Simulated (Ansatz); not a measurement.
A trace of molecular dynamics of a periodic cell of 24 atoms, Si₁₆H₆CO (surface Si(111), partly H-covered, underside capped with H, adsorbate CO, incident energy 20 eV, 40° from the normal).

Computed with Ansatz 0.2.0, DFT LDA, scalar-relativistic, plane waves, PAW. Settings: accuracy low, PAW set soft_1, cutoff 420 eV, k mesh 2x2x1, fermi-dirac smearing 0.05 eV, no spin polarisation.

```json
{"ensemble": "NVE (velocity Verlet)", "starting velocities": "zero, but for any typed in the input", "atoms held": "1 to 8", "seed": "940105"}
```

| time (fs) | T (K) | potential energy less start (eV) | conserved less start (meV/atom) |
| --- | --- | --- | --- |
| 0.0 | 9670 | 0.000 | 0.00 |
| 3.0 | 9733 | -0.130 | -0.04 |
| 6.0 | 9733 | -0.130 | -0.02 |
| 9.0 | 9759 | -0.183 | -0.01 |
| 12.0 | 9852 | -0.377 | -0.04 |
| 15.0 | 9872 | -0.418 | -0.01 |
| 18.0 | 9966 | -0.613 | -0.03 |
| 21.0 | 10021 | -0.726 | -0.05 |
| 24.0 | 9989 | -0.659 | -0.02 |
| 27.0 | 9984 | -0.651 | -0.08 |
| 30.0 | 9664 | 0.007 | -0.25 |
| 33.0 | 8308 | 2.812 | -0.24 |
| 36.0 | 7000 | 5.527 | 0.17 |
| 39.0 | 7476 | 4.532 | -0.21 |
| 42.0 | 7668 | 4.131 | -0.44 |
| 45.0 | 7026 | 5.471 | 0.12 |
| 48.0 | 7614 | 4.247 | -0.26 |
| 51.0 | 7821 | 3.822 | -0.16 |
| 54.0 | 7534 | 4.418 | -0.03 |
| 57.0 | 7401 | 4.694 | -0.01 |
| 60.0 | 7516 | 4.454 | -0.07 |
| 63.0 | 7536 | 4.413 | -0.05 |
| 66.0 | 7457 | 4.577 | -0.04 |
| 69.0 | 7276 | 4.950 | -0.07 |
| 72.0 | 6950 | 5.624 | -0.05 |
| 75.0 | 6609 | 6.329 | -0.07 |
| 78.0 | 6205 | 7.164 | -0.09 |

Question: Is this trajectory sound?

Answer: The conserved energy stayed within 0.49 meV per atom of its start (net change -0.098 meV per atom), so the integration is sound. A run of 0.08 ps of so small a system gives no equilibrium averages. Limits of this set-up: coarse k mesh, slab without dipole correction, no dispersion correction for a molecule that may bind weakly, PAW files made for another functional, low accuracy level. The time step was 0.5 fs.

Time of the run: 28 min on 1 thread of Arm Neoverse V1 (shared host), peak memory 1 GiB.
